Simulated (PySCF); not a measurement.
**Shieldings and the share of exact exchange**

Molecule: `InChI=1S/C2H6BN/c1-4-2-3/h1,3H3`.

Molfile (atoms numbered from 1):
```
C2H6BN
     RDKit          3D

 10  9  0  0  0  0  0  0  0  0999 V2000
    2.0799   -0.0385    0.0249 B   0  0  0  0  0  0  0  0  0  0  0  0
    0.5494   -0.0159    0.1977 C   0  0  0  0  0  0  0  0  0  0  0  0
   -0.6068    0.0011    0.3273 N   0  0  0  0  0  0  0  0  0  0  0  0
   -2.0024    0.0246    0.4870 C   0  0  0  0  0  0  0  0  0  0  0  0
    2.4388    1.1322    0.0284 H   0  0  0  0  0  0  0  0  0  0  0  0
    2.2925   -0.5947   -1.0449 H   0  0  0  0  0  0  0  0  0  0  0  0
    2.5201   -0.6692    0.9775 H   0  0  0  0  0  0  0  0  0  0  0  0
   -2.4898   -0.4184   -0.3937 H   0  0  0  0  0  0  0  0  0  0  0  0
   -2.3505    1.0613    0.6040 H   0  0  0  0  0  0  0  0  0  0  0  0
   -2.2888   -0.5500    1.3800 H   0  0  0  0  0  0  0  0  0  0  0  0
  1  2  1  0
  2  3  3  0
  3  4  1  0
  1  5  1  0
  1  6  1  0
  1  7  1  0
  4  8  1  0
  4  9  1  0
  4 10  1  0
M  CHG  2   1  -1   3   1
M  END
```

GIAO shieldings (ppm, equivalent atoms averaged) in PySCF on the PBE0-D3(BJ)/def2-SVP geometry, basis pcSseg-2, gas phase, non-relativistic:

| functional | exact exchange (%) | σ(C4) |
| --- | --- | --- |
| BLYP | 0 | 148.4 |
| BP86 | 0 | 152.1 |
| PBE | 0 | 152.6 |
| B3LYP | 20 | 152.6 |
| PBE0 | 25 | 157.3 |
| BHandHLYP | 50 | 158.0 |
| HF | 100 | 165.8 |

(1) Fit each shielding as a line in the percentage of exact exchange.

(2) What does the line predict for mPW1PW91 (25 %), and what does the run give?

Results:

(1) σ(C4) = 151.2 + 0.15 x (rms 1.7 ppm). The functionals also differ in their semilocal parts, which the line can't hold; Hartree–Fock has no correlation at all.

(2) σ(C4): 154.9 predicted, 156.4 computed ppm.
